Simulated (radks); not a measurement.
Excited configurations of Lu3+: one electron is placed in a higher orbital outside [Xe] 4f13. The ground configuration is [Xe] 4f14. All-electron calculation, scalar-relativistic Kohn-Sham, PBE, spin-polarised, spherical densities, finite nucleus; open shells are filled with parallel spins first (spin-orbit coupling, left out, can overturn this in heavy ions); Fermi nuclear charge, rms radius 5.37 fm. Program: a radial shooting solver on a logarithmic mesh with Libxc functionals. Excitation = E - E(ground); binding = E(ion) - E, where the ion is the core of charge +4; n* = 4/sqrt(2 binding) in atomic units, and the quantum defect is n - n*.

\begin{tabular}{lrrrrr}
outer orbital & excitation (eV) & binding (eV) & n* & quantum defect & eigenvalue (eV) \\ \hline
5d & 13.458 & 33.041 & 2.567 & 2.433 & -27.527 \\
5f & 32.141 & 14.358 & 3.894 & 1.106 & -12.091 \\
6s & 15.297 & 31.202 & 2.641 & 3.359 & -27.541 \\
6p & 22.078 & 24.421 & 2.986 & 3.014 & -21.497 \\
6d & 30.107 & 16.393 & 3.644 & 2.356 & -14.435 \\
6f & 36.946 & 9.553 & 4.774 & 1.226 & -8.319 \\
7s & 29.912 & 16.587 & 3.623 & 3.377 & -14.878 \\
7p & 32.594 & 13.905 & 3.957 & 3.043 & -12.412 \\
7d & 36.267 & 10.232 & 4.612 & 2.388 & -9.074 \\
7f & 39.796 & 6.703 & 5.699 & 1.301 & -5.955 \\
\end{tabular}

The Delta-SCF ionisation energy is 46.499 eV (NIST Atomic Spectra Database: 45.25 eV, semi-empirical). Self-interaction in the functional shifts the binding energies and quantum defects, so they are the method's values and not measured ones. Open shells are spherical and high-spin; term and fine-structure splittings are not resolved. Spin-orbit splitting is averaged out at the scalar-relativistic level.
